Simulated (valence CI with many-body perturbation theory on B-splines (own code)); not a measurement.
Run record, Ag XVII

Calculated by configuration interaction combined with many-body perturbation theory (CI+MBPT): three valence electrons over a frozen Dirac-Fock core [Ar] 3d10, radial functions for each j: 5 s, 5 p, 3 d, 2 f, with the one-electron correlation potential Σ1 (screened to all orders), the two-electron term Σ2, the three-electron term Σ3, Breit, model QED; selected single and double excitations, second order for the rest, scaled by the run's own slope (own B-spline code, finite nucleus).

Command, and the settings that its task file holds:

```sh
python run_cv.py task.json out
```

```
atom Ag  Z=47  mass_number=107  rms_radius_fm=4.5454
core [Ar] 3d10
valence 4s2 4p1
avg = 1
basis = S
breit = 1
cap = 10000
capref = 1200
cscale = 1
de = 0.0
dress = 0
eps = 2e-08
extrap = 1
h = 0.27
hh = 1
l2 = 3
lcore = 6
maxit = 60
n2 = 5
natural = 0
nlev = 20
nno = [2, 2, 1, 1, 0]
nroot = 26
nsp = [3, 3, 2, 1, 0]
pt2 = 1
qed = 1
rpa = 1
s1 = 1
s2 = 1
s3 = 1
screen = 1
tol = 2e-05
whole = 1
```

It took 20 s on 1 thread of Arm Neoverse V1, with other jobs on the host.

Log. The first blocks belong to the next ion, which gives the ionisation energy. Fields: 2J, parity (1 odd), roots, reference size, generating configurations, candidates as configurations/state functions, variational space P, stored matrix elements, Davidson steps; e2 is the range of second-order energies in hartree. The first line gives the box (bohr), its intervals, the orbitals and the steps of their self-consistent field. Window is the range of levels sought, series limit the energy at which the first omitted orbital would enter, core excitation an estimate of the first excitation out of the core, left out the lowest levels not solved, and shifts from estimates the range by which levels moved from their first estimate, all in cm⁻¹.

```
rmax 6.7 intervals 60 orbitals 25 references ['4s2 4p', '4s 4p2', '4s2 4d', '4p3', '4s 4p 4d'] scf 4 t 0.9
2J=0 par=0 roots 2 ref 15 generators 4 cand 48/48 P 63/63 nnz 0 it 0
   second order: generators 12 cand 0/0 e2 -0.00000 -0.00000
reference levels 430, estimated 52, window 867752 1/cm; series limit 1942991, core excitation 2963962
2J=1 par=1 roots 4 ref 34 generators 11 cand 20/25 P 488/692 nnz 0 it 0
2J=1 par=1 roots 4 ref 34 generators 16 cand 59/94 P 547/786 nnz 0 it 0
   second order: generators 24 cand 337/478 e2 -0.00000 -0.00000
2J=3 par=1 roots 8 ref 54 generators 18 cand 27/46 P 551/1050 nnz 0 it 0
2J=3 par=1 roots 8 ref 54 generators 23 cand 88/202 P 639/1252 nnz 0 it 0
   second order: generators 32 cand 421/847 e2 -0.00000 -0.00000
2J=1 par=0 roots 4 ref 35 generators 11 cand 61/90 P 447/647 nnz 0 it 0
2J=1 par=0 roots 4 ref 35 generators 17 cand 67/92 P 514/739 nnz 0 it 0
   second order: generators 22 cand 316/454 e2 -0.00000 -0.00000
2J=3 par=0 roots 5 ref 53 generators 13 cand 63/118 P 537/1060 nnz 0 it 0
2J=3 par=0 roots 5 ref 53 generators 20 cand 50/90 P 587/1150 nnz 0 it 0
   second order: generators 29 cand 454/938 e2 -0.00000 -0.00000
2J=5 par=0 roots 4 ref 55 generators 15 cand 67/150 P 512/1053 nnz 0 it 0
2J=5 par=0 roots 4 ref 55 generators 18 cand 60/114 P 572/1167 nnz 0 it 0
   second order: generators 28 cand 469/1085 e2 -0.00000 -0.00000
2J=5 par=1 roots 5 ref 49 generators 10 cand 57/116 P 563/1156 nnz 0 it 0
2J=5 par=1 roots 5 ref 49 generators 19 cand 70/175 P 633/1331 nnz 0 it 5
   second order: generators 28 cand 340/770 e2 -0.00000 -0.00000
2J=7 par=1 roots 2 ref 36 generators 4 cand 8/13 P 445/893 nnz 0 it 0
2J=7 par=1 roots 2 ref 36 generators 16 cand 64/162 P 509/1055 nnz 0 it 0
   second order: generators 21 cand 383/788 e2 -0.00000 -0.00000
2J=9 par=1 roots 1 ref 19 generators 2 cand 65/118 P 205/336 nnz 0 it 0
2J=9 par=1 roots 1 ref 19 generators 5 cand 87/184 P 292/520 nnz 0 it 0
   second order: generators 9 cand 274/537 e2 -0.00000 -0.00000
left out: unestimated 1259838, estimated 935293, shifts from estimates -1 to 0
operators 1.6
```

The Davidson iterations converged. The settings are bad on purpose, so the numbers may not be properties of the ion.

No measured spectrum was set against this ion. As an estimate, levels hold to about 250 cm⁻¹ or 0.2 % of their energy and the worst to 1 %, as in measured heavy ions of charge 2 to 7; those with d or f electrons hold less well.

```yaml
Valence_energy: -50.79141 hartree
Ionisation_energy: "409.22 eV (NIST: 408.43 ± 0.16 eV (semi-empirical))"
Reference_configurations_for_the_orbitals: 4s2 4p, 4s 4p2, 4s2 4d, 4p3, 4s 4p 4d
Radial_orbitals: 25
Box_radius: 6.742 bohr
Largest_variational_space: 1331
Lowest_levels: 4s²4p ²P°_1/2 0, 4s²4p ²P°_3/2 60312, 4s4p² ⁴P_1/2 277740, 4s4p² ⁴P_3/2 311280, 4s4p² ⁴P_5/2 333260, 4s4p² ²D_3/2 380350, 4s4p² ²D_5/2 401990, 4s4p² ²P_1/2 416020, 4s4p² ²S_1/2 476070, 4s4p² ²P_3/2 483650, 4s²4d ²D_3/2 601560, 4s²4d ²D_5/2 611660, 4p³ ⁴S°_3/2 [a] 691020, 4p³ ⁴S°_3/2 [b] 729040 cm⁻¹
```

Names give the largest LS component (configuration and term), which can be under half, so a name can repeat, a term be missing and a line seem to break the LS rules; names also repeat where a configuration has a term twice. Letters in brackets count levels of one name in rising energy.
